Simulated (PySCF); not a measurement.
# Reading the logs of faulty runs: CGeH7NSi

All numbers below are calculated, not measured. The program is PySCF 2.14.0, an open-source quantum chemistry code, run on an isolated molecule that a program drew, which may never have been made. The molecule is CGeH7NSi (charge 0, singlet), drawn as the SMILES string `[NH2][GeH]=[CH][SiH3]`.

Each row is a Hartree-Fock (HF) and frozen-core CCSD(T) single point in the cc-pV(D+d)Z basis, meant for a local HF minimum. Run 1 is clean. Each other run has one planted mistake out of seven kinds, and not every kind appears here: one electron removed, one electron added, multiplicity raised by two, geometry at a saddle point, minimal basis STO-3G, one bond length entered in bohr, all coordinates scaled. The reference is restricted for singlets and unrestricted otherwise, and also for a bond in bohr. Adding or removing an electron swaps singlet and doublet. Electrons count all cores. HOMO and LUMO are orbital energies over both spins, the gradient is its largest component, and the lowest frequency (negative if imaginary) is given only where the gradient is small. Bond lengths are over the 10 bonds as drawn. T1 is the CCSD diagnostic: over 0.02 (restricted) or 0.045 (unrestricted) a single reference is doubtful. Germanium has the cc-pVDZ-PP basis, with a core potential (ECP10MDF) in place of its 10 inner electrons, and its 3s, 3p and 3d shells are frozen in CCSD(T).

Geometry of the clean run:
```xyz
11
CGeH7NSi, angstrom
N     0.5499   -0.7303    0.7846
Ge    0.4778    0.6158   -0.4064
C    -0.9747    1.2225   -1.2083
Si   -2.6720    0.5365   -1.0437
H     1.4094   -1.2373    0.8789
H    -0.2435   -1.3367    0.8768
H     1.8809    1.1800   -0.5652
H    -0.8034    2.0923   -1.8367
H    -2.6332   -0.6710   -0.1735
H    -3.2558    0.1282   -2.3489
H    -3.6373    1.4907   -0.4366
```

```
run  electrons  basis functions  <S^2>  HOMO (eV)  LUMO (eV)  gradient (hartree/bohr)  lowest frequency (cm^-1)  mean bond (Å)  longest bond (Å)      T1  HF (hartree)  CCSD(T) (hartree)                          mistake
  1         66              109  0.000      -8.16       2.55                  1.9e-05                       126         1.4479             1.838  0.0142    -678.66487         -679.24342                         no fault
  2         66              109  0.846      -7.18       1.87                  1.1e-02                         -         1.5802             2.810  0.0462    -678.55542         -679.12508  one bond length entered in bohr
  3         66              109  0.000      -8.00       2.19                  3.5e-02                         -         1.5174             1.926  0.0161    -678.64168         -679.23225           all coordinates scaled
  4         65              109  0.762     -16.13      -5.70                  7.2e-02                         -         1.4479             1.838  0.0232    -678.42106         -678.96075                                ?
  5         66              109  2.026      -5.02       0.69                  1.2e-01                         -         1.4479             1.838  0.0183    -678.57817         -679.12363                                ?
```

**Which mistake was planted in run 4, and what did it cost?**

It counts 65 electrons, one fewer than the clean run, at the same geometry and basis. So the mistake is: one electron removed. Subtracting run 1 and multiplying by 627.51 kcal/mol a hartree, the energy moved by 153.0 kcal/mol in HF and 177.4 kcal/mol in CCSD(T).

**Which mistake was planted in run 5, and what did it cost?**

Electrons, basis and geometry are unchanged, and <S^2> is 2.026, beside S(S+1) = 2.00 for a multiplicity of 3. So the mistake is: multiplicity raised by two. Subtracting run 1 and multiplying by 627.51 kcal/mol a hartree, the energy moved by 54.4 kcal/mol in HF and 75.2 kcal/mol in CCSD(T).

Cautions from the logs. Run 2: T1 is over the limit, so its CCSD(T) energy is less reliable.
